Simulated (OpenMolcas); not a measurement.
## Ru²⁺: from CASSCF to CASPT2

| Property | Result |
| --- | --- |
| Program | OpenMolcas |
| Basis | ANO-RCC-VTZP [7s6p4d2f1g] |
| Scalar Hamiltonian | DKH2, point nucleus |
| Active space | 6 electrons in 5 orbitals (4d) |
| State averaging | 2S+1 = 5 even, 5 roots; 2S+1 = 3 even, 45 roots kept (CI in the orbitals of an earlier block); 2S+1 = 1 even, 50 roots kept (CI in the orbitals of an earlier block) |
| Spin-orbit coupling | RASSI with atomic mean-field integrals over the reference wave functions, term energies averaged over their components |

Methods on the same reference wave functions:
A. CASSCF
B. SS-CASPT2, IPEA 0.25 Eh, imaginary shift 0.1 Eh (closed shells correlated: 4s 4p)
C. MS-CASPT2, IPEA 0.25 Eh, imaginary shift 0.1 Eh (closed shells correlated: 4s 4p)

Energies in cm⁻¹ above 4d⁶ ⁵D₄, the measured ground level; measured values from Moore, Atomic Energy Levels, vol. III, NSRDS-NBS 35 (1971 reprint of NBS Circular 467, 1958).

| Level | A | B | C | Measured |
| --- | --- | --- | --- | --- |
| 4d⁶ ⁵D₄ | 0.0 | 0.0 | 0.0 | 0.0 |
| 4d⁶ ⁵D₃ | 1143 | 1156 | 1155 | 1159 |
| 4d⁶ ⁵D₂ | 1856 | 1845 | 1845 | 1826 |
| 4d⁶ ⁵D₁ | 2311 | 2290 | 2290 | 2266 |
| 4d⁶ ⁵D₀ | 2531 | 2510 | 2510 | 2476 |
| 4d⁶ ³H₆ | 17862 | 16340 | 16340 |  |
| 4d⁶ ³H₅ | 18272 | 16590 | 16590 |  |
| 4d⁶ ³P₂(1) | 19087 | 15940 | 15940 |  |
| 4d⁶ ³F₄(1) [53 %] | 20349 | 17990 | 18000 |  |
| 4d⁶ ³F₃(1) | 20806 | 18040 | 18040 |  |
| 4d⁶ ³F₂(1) | 21351 | 18560 | 18530 |  |
| 4d⁶ ³P₁(1) | 22389 | 19260 | 19220 |  |
| 4d⁶ ³G₅ | 22665 | 19940 | 19930 |  |
| 4d⁶ ³P₀(1) | 23238 | 19980 | 19960 |  |
| 4d⁶ ³G₄ | 23788 | 20940 | 20930 |  |
| 4d⁶ ³G₃ | 24097 | 21200 | 21190 |  |
| 4d⁶ ¹I₆ | 27398 | 25120 | 25120 |  |
| 4d⁶ ³D₂ | 28680 | 23740 | 23750 |  |
| 4d⁶ ³D₁ | 28800 | 23890 | 23900 |  |
| 4d⁶ ³D₃ | 29031 | 24080 | 24070 |  |
| 4d⁶ ¹G₄(1) | 29483 | 26320 | 26320 |  |
| 4d⁶ ¹S₀(1) | 33960 | 29080 | 29030 |  |
| 4d⁶ ¹D₂(1) | 35573 | 30290 | 30280 |  |
| 4d⁶ ¹F₃ | 39984 | 33310 | 33310 |  |

Deviations, from unrounded energies. A percentage is the sum of absolute deviations over the sum of measured energies, with the sign that they share, or ± where signs differ.

```tsv
Against measurement	Levels	A	B	C
mean absolute deviation (cm-1)	4	36	20	22
fine structure of the ground term (%)	4	±1.9	±1.0	±1.1
```

B, C lie about equally close to measurement and A furthest from it. The largest miss of B in the table is 4d⁶ ⁵D₀, by +32 cm-1. The ranking rests on the paired levels alone, and a cruder setting can come out closer through cancelling errors.

Between B and C the level of the table that moves most is 4d⁶ ¹S₀(1), by 53 cm-1 (lowest in C, highest in B). Moves below CASPT2's spread within the term are not significant.

The two smallest mean deviations differ by little beside CASPT2's spread within terms, so their order carries little weight.

From A to B the spin-free energies of the other terms of 4d⁶ shown, above ⁵D, scale by factors of 0.82 to 0.91, as is usual when dynamic correlation screens the repulsion within a d or f shell.

The lowest spin-free term lies below A's lowest term by 0.418 hartree in B, 0.418 hartree in C.

Term energies are means over components that CASPT2 splits; among the terms shown or strongly mixed into the levels shown the widest spread is 1500 cm-1 (4d⁶ ¹I, C). Levels of configurations with an s electron are missing; early in the row they begin among the upper levels of the d shell and mix with terms of their name. Terms from blocks run as CI alone lack orbitals of their own. Without dynamic correlation excited terms often stand tens of per cent too high (terms of higher spin than the ground term too low), and those without a measured partner can miss by more than the paired ones (holds for A). The CASPT2 spread within a term exceeds the gap to the next term for 4d⁶ ³D and 4d⁶ ¹I, 4d⁶ ¹I and 4d⁶ ¹G(1), so the order of their levels is uncertain (holds for C). Computed and measured levels are paired by configuration, term and J; levels that our copy of the source lacks, or whose pairing is in doubt (as where it misses far off the trend of its configuration), stay unpaired and out of the deviations. Levels of configurations outside the active space are missing. Levels that lie high or do not pair safely by name in every column are left out.

A share in square brackets marks a mixed level and gives the weight of the term that names it, the lowest over the columns. A number in round brackets counts repeated terms of one configuration in the order of the reference energies.
